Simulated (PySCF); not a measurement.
## How methods differ on the ionisation energy of Ir⁷⁶⁺

Ir⁷⁶⁺ 1s1 [1s1/2^1, M_J = 1/2] → Ir⁷⁷⁺ (bare nucleus), as a difference of total energies. Calculation: PySCF 2.14, in an uncontracted even-tempered set (15 s from 270 bohr⁻², ratio 2.4; 11 p from 350 bohr⁻², ratio 2.4; 3 d from 1100 bohr⁻², ratio 2.6; 3 f from 1600 bohr⁻², ratio 2.6); the two-component X2C-1e Hamiltonian. "Screened" scales the spin-orbit matrix elements by Boettger's factors to mimic the two-electron term; Breit and QED terms are absent.

| method | ionisation energy (eV) | difference from reference (eV) |
| --- | --- | --- |
| GHF (screened spin-orbit) | 88256.9 | +143.3 |
| GHF (bare spin-orbit) | 88256.9 | +143.3 |

Reference: 88113.6 ± 1.4 eV (theoretical estimate listed by NIST; NIST Atomic Spectra Database, ionization energies).

For one electron Hartree-Fock is exact for this Hamiltonian up to the basis; QED and nuclear recoil make up the gap, and the density functionals add self-interaction.
